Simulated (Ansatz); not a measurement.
Reaction (redistribution): `C[SiH](S)CO` + `[F][Ge][Cl]` → `OC[SiH](F)S` + `[CH3][Ge][Cl]`

Calculated with Ansatz (gas phase, PBE0-D4/def2-TZVP geometries, no zero-point term in ΔE). CBS: MP2 limit from def2 TZ/QZ plus the TZ coupled-cluster correction, frozen cores. Functionals use def2-TZVPP. B3LYP here is the variant with VWN-RPA as its local correlation; programs differ in this. For Ge outer-core shells are correlated without core-valence functions, which leaves a few kJ/mol of doubt a bond. Scalar relativity is left out up to krypton. One conformer a species, not always the lowest.

`C[SiH](S)CO`:

Cartesian coordinates in Å:
```
C -1.794 0.505 -0.255
Si -0.079 -0.126 -0.625
S 1.261 1.443 -1.245
C 0.719 -0.948 0.876
O 2.089 -1.231 0.665
H -2.227 0.986 -1.134
H -1.777 1.233 0.560
H -2.448 -0.320 0.042
H -0.068 -1.045 -1.792
H 1.057 2.199 -0.152
H 0.568 -0.321 1.769
H 0.219 -1.901 1.082
H 2.477 -0.474 0.209
```

`[F][Ge][Cl]`:

Z-matrix (Å, degrees):
```
Ge
F 1 1.748
Cl 1 2.180 2 98.3
```

`OC[SiH](F)S`:

```xyz
10

O     0.049   -1.619   -0.442
C     0.624   -0.351   -0.743
Si   -0.246    1.006    0.224
F    -1.756    1.010   -0.324
S    -0.184    0.542    2.286
H    -0.851   -1.630   -0.782
H     1.675   -0.405   -0.447
H     0.609   -0.144   -1.822
H     0.297    2.371    0.033
H    -0.217   -0.779    2.017
```

`[CH3][Ge][Cl]`:

Z-matrix (Å, degrees):
```
C
Ge 1 1.984
H 1 1.094 2 109.4
H 1 1.092 2 111.6 3 121.3
H 1 1.094 2 109.6 3 -117.3
Cl 2 2.199 1 96.1 3 59.2
```

```csv
level,ΔE (kJ/mol)
PBE-D4,8.9
B3LYP-D4,0.8
MP2/def2-TZVPP,-7.7
SCS-MP2/def2-TZVPP,-8.5
CCSD(T)/def2-TZVPP,-8.8
MP2/def2-QZVPP,-7.2
HF/CBS(def2),-16.6
MP2/CBS(def2),-7.3
```

Q: What does CCSD(T)/CBS give? (An estimate is asked.)

A: The calculation gave: -8.5 kJ/mol. The listed levels differ from it by 17.4, 9.3, 0.8, 0.0, -0.3, 1.3, -8.1, 1.2 kJ/mol.

Largest T1 diagnostic among the species: 0.014.

In def2-TZVPP, CCSD(T) changes the Hartree–Fock value by +8.8 kJ/mol (the triples alone add +3.2 kJ/mol) and MP2 by +9.9 kJ/mol. From PBE to PBE0 (25 % exact exchange), in def2-TZVPP and without D4, ΔE moves by −7.8 kJ/mol.
